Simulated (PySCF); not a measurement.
## Cl²⁺: excitation energy

Cl²⁺ [Ne] 3s2 3p3 (4S) → Cl²⁺ [Ne] 3s1 3p3 3d1 (6D), as a difference of total energies. Calculation: PySCF 2.14, in dyall-acv3z (19s12p6d4f, 113 functions); scalar relativity by spin-free X2C-1e. Correlated levels: valence: [Ne] frozen; valence and next inner shell: 1s2 frozen; virtual orbitals above 40 to 60 times the deepest correlated orbital energy dropped. The calculations carry no spin-orbit coupling.

| method | excitation energy (eV) |
| --- | --- |
| UHF | 23.992 |
| LDA | 26.353 |
| PBE | 26.103 |
| PBE0 | 25.956 |
| r2SCAN | 25.359 |
| HSE06 | 25.981 |
| PBEsol | 25.937 |
| BHandHLYP | 26.610 |
| MP2 (valence) | 25.843 |
| SCS-MP2 (valence) | 26.345 |
| MP2 (valence and next inner shell) | 26.097 |
| SCS-MP2 (valence and next inner shell) | 26.536 |

Task: How much does correlation contribute at MP2 (valence and next inner shell)?

Result: 26.097 − (23.992) = 2.105 eV, measured against UHF.

The promoted electron is Rydberg-like, and one or two diffuse shells describe it only roughly, which tends to raise the upper state.
